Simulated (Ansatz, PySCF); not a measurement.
This PySCF input computes a SVWN5/def2-TZVPD energy:

```python
from pyscf import gto, scf, dft

mol = gto.M(
    atom='''
    Li   -0.00000000   -0.00000000   -2.05571537
    C    -0.00000000   -0.00000000   -0.15006635
    N     0.00000000    0.00000000    1.00964918
    ''',
    basis='def2-tzvpd',
    charge=0,
    spin=0,
    verbose=4,
)

mf = dft.RKS(mol, xc='svwn').density_fit(auxbasis='def2-universal-jkfit')
mf.grids.level = 3
mf.conv_tol = 1e-9
mf.max_cycle = 100
mf.max_memory = 1500
mf.kernel()
if not mf.converged:
    mf = mf.newton()
    mf.kernel(mf.make_rdm1())
mf.analyze()
```

### Question
Write an input for the same energy in Ansatz (a quantum-chemistry and plane-wave program) and say what it gives.

### Answer

Ansatz 0.2 input:
```yaml
crystal:
  periodic: [false, false, false]
  atoms:
    - {symbol: Li, position_ang: [-0.00000000, -0.00000000, -2.05571537]}
    - {symbol: C, position_ang: [-0.00000000, -0.00000000, -0.15006635]}
    - {symbol: N, position_ang: [0.00000000, 0.00000000, 1.00964918]}
basis:
  gaussian:
    orbitals: def2-TZVPD
hamiltonian:
  xc: {name: SVWN5}
output: {forces: true}
```
It gives -99.47911 Eh, and PySCF -99.47913 Eh, a difference of 0.02 mEh, from the treatment of integrals and grids.
